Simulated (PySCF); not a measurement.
**ZrH₄, singlet: structure and spectrum**

Method: PBE0 in PySCF with Zr def2-TZVP with ECP28, H def2-TZVP; scalar-relativistic core potentials, no spin–orbit coupling; density-fitted integrals.

The structure is a minimum.

Z-matrix (Å, degrees; charge 0 multiplicity 1):
```
Zr
H  1 1.8436
H  1 1.8436 2 109.47
H  1 1.8436 2 109.47 3 120.00
H  1 1.8436 2 109.47 3 -120.00
```

| Quantity | Value |
| --- | --- |
| Point group | Td |
| Bond lengths | Zr–H 1.844 Å (×4) |
| Bond angles | H–Zr–H 109.5° (×6) |
| Zero-point energy | 57.8 kJ/mol |
| Dipole moment | 0.00 D |
| Enthalpy at 298.15 K above 0 K | 12.29 kJ/mol |
| Highest occupied level | -8.52 eV |
| Atomisation energy without zero-point energy | 1169 kJ/mol |
| Principal quadrupole moments (Buckingham, traceless) about the centre of mass | 0.00, 0.00, 0.00 D Å |
| Rotational symmetry number | 12 |
| Rotational constants | 1.846, 1.846, 1.846 cm⁻¹ |
| Principal polarisabilities | 50.6, 50.6, 50.6 bohr³ |
| Entropy at 298.15 K and 1 bar | 231.8 J/(mol K) |
| Lowest empty level | -2.43 eV |
| Heat capacity Cp at 298.15 K | 56.9 J/(mol K) |

Harmonic modes (masses in u: Zr 89.905, H 1.008):
| symmetry | ω (cm⁻¹) | IR (km/mol, summed over degenerate members) |
| --- | --- | --- |
| t2 | 533 | 706 |
| e | 624 | 0.0 |
| t2 | 1687 | 1708 |
| a1 | 1753 | 0.0 |

In Td the vibrations span 2t2 + e + a1. The a1, e modes carry no infrared intensity, as symmetry demands.

Charges (e):
```
    atom  Mulliken  Löwdin  polar tensor  Mayer order to Zr1
     Zr1      0.73    0.48          1.68                   –
H2,3,4,5     -0.18   -0.12         -0.42                0.96
```

Mulliken populations on Zr1 (electrons outside its core potential): s 2.75, p 6.43, d 2.05, f 0.03.

Outer orbital energies (eV). occupied: -9.21, -8.52, -8.52, -8.52; empty: -2.43, -2.43, -1.61, -1.61.

Formally Zr is in oxidation state +4, d0. The polar-tensor charge on Zr, 1.68, is far below the formal one.

Stability towards spin polarisation was not tested. This need not be the most stable arrangement of these atoms.

The final relaxation and frequency run took 9.8 s on 2 threads of a shared Arm Neoverse V1 host, with 64 basis functions and 6 gradients; the process peaked at 0.91 GiB. Launch command: `OMP_NUM_THREADS=2 python axn.py task.json out`.
